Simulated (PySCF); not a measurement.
Spin–spin coupling constants

Geometry:
| atom | x (Å) | y (Å) | z (Å) |
| --- | --- | --- | --- |
| C1 | 2.540 | -0.175 | 0.014 |
| C2 | 1.345 | -0.978 | -0.091 |
| N3 | 0.361 | -1.579 | -0.164 |
| Ga4 | -1.747 | -1.234 | 0.048 |
| C5 | -1.502 | 0.735 | -0.286 |
| N6 | -0.428 | 1.312 | 0.525 |
| H7 | 2.194 | 0.835 | 0.281 |
| H8 | 3.072 | -0.148 | -0.947 |
| H9 | 3.207 | -0.570 | 0.793 |
| H10 | -2.399 | -2.124 | -1.077 |
| H11 | -1.897 | -1.660 | 1.568 |
| H12 | -2.485 | 1.232 | -0.141 |
| H13 | -1.254 | 0.866 | -1.354 |
| H14 | -0.616 | 1.141 | 1.513 |
| H15 | -0.407 | 2.328 | 0.427 |

Method: B3LYP/pcJ-1 (pcSseg-1 on Ga) (spin–dipole term only in couplings to heteroatoms)//PBE0-D3(BJ)/def2-SVP, PySCF 2.14; isolated molecule, single conformer, non-relativistic. Couplings are averaged over pairs made equivalent by symmetry, fast rotation or ring inversion, so a value needn't be that of the named pair in this geometry, while other rotamers aren't included; one pair stands for each set, and the list holds those of at least 0.8 Hz over up to four bonds.

Isotopes: 13C, 1H, 15N.

```csv
pair,bonds,J (Hz)
"C1, C2",1,70.7
"C1, H7",1,144.5
"C2, N3",1,-32.0
"C5, N6",1,?
"C5, H12",1,?
"N6, H14",1,-63.4
"C1, N3",2,?
"C2, H7",2,?
"N3, C5",2,?
"N3, H10",2,-5.4
"C5, H10",2,17.5
"C5, H14",2,?
"N6, H12",2,-1.8
"H7, H8",2,-17.8
"H10, H11",2,24.1
"H12, H13",2,-12.3
"H14, H15",2,-10.8
"C2, H10",3,2.7
"N3, H7",3,-2.3
"N3, H12",3,-1.3
"N6, H10",3,-2.4
"H10, H13",3,?
"H12, H14",3,7.1
```

Question: Estimate the withheld couplings, with signs.

Answer: 
- 1J(C5,N6) = -0.9 Hz (bond length 1.465 Å)
- 1J(C5,H12) = 134.4 Hz (mean over equivalent pairs that range from 130.6 to 138.2 Hz in this conformer)
- 2J(C1,N3) = 1.9 Hz (angle at C2 177°)
- 2J(C2,H7) = -10.7 Hz (mean over equivalent pairs that range from -12.5 to -9.7 Hz in this conformer)
- 2J(N3,C5) = -1.4 Hz (angle at Ga4 91°)
- 2J(C5,H14) = -2.9 Hz (mean over equivalent pairs that range from -4.1 to -1.7 Hz in this conformer)
- 3J(H10,H13) = -1.4 Hz (dihedral angle 36°)

Relativistic effects of the heavier atoms present are left out.
